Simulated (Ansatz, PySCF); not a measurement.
System: sum formula HBOF, charge 1, multiplicity 1. It need not be the lowest isomer of its formula. SMILES: [OH+]=BF
Structure (B3LYP-D3(BJ)/def2-TZVP (Ansatz, a program for electronic structure) minimum search):
```xyz
4

F     -1.2127     0.2744    -0.2794
B     -0.0313    -0.0029    -0.0216
O      1.1394    -0.2201     0.3170
H      1.9559    -0.6944     0.0867
```
Charge +1, spin multiplicity 1.

Wanted: vertical triplet-singlet gap (E(triplet) - E(singlet); each state is the SCF solution reached for its spin; for the triplet the Hartree-Fock reference is unstable and T1 is 0.060), in kJ/mol. Cores are frozen in the correlated levels unless marked. Open shells are spin-unrestricted. Spin-orbit coupling is left out. No relativistic terms. CBS(X,Y): correlation extrapolated as X^-3; Hartree-Fock from the larger set.

```csv
level,program,vertical triplet-singlet gap (kJ/mol)
HF/aug-cc-pVQZ,Ansatz,875.6
SVWN5/def2-TZVPD,Ansatz,932.6
r2SCAN/def2-TZVPD,Ansatz,919.4
B3LYP/def2-TZVPD,Ansatz,934.3
PBE0/def2-TZVPD,Ansatz,934.0
BHLYP/def2-TZVPD,Ansatz,944.1
M06-2X/def2-TZVPD,PySCF,990.0
CAM-B3LYP/def2-TZVPD,Ansatz,951.0
wB97M-V/def2-TZVPD,Ansatz,974.2
wB97X-V/def2-TZVPD,Ansatz,973.9
B2PLYP/def2-TZVPD,Ansatz,975.3
"RI-MP2/CBS(aug-cc-pVTZ,aug-cc-pVQZ)",Ansatz,1032.4
CCSD/aug-cc-pVDZ,Ansatz,986.7
CCSD(T)/aug-cc-pVDZ,Ansatz,983.4
```
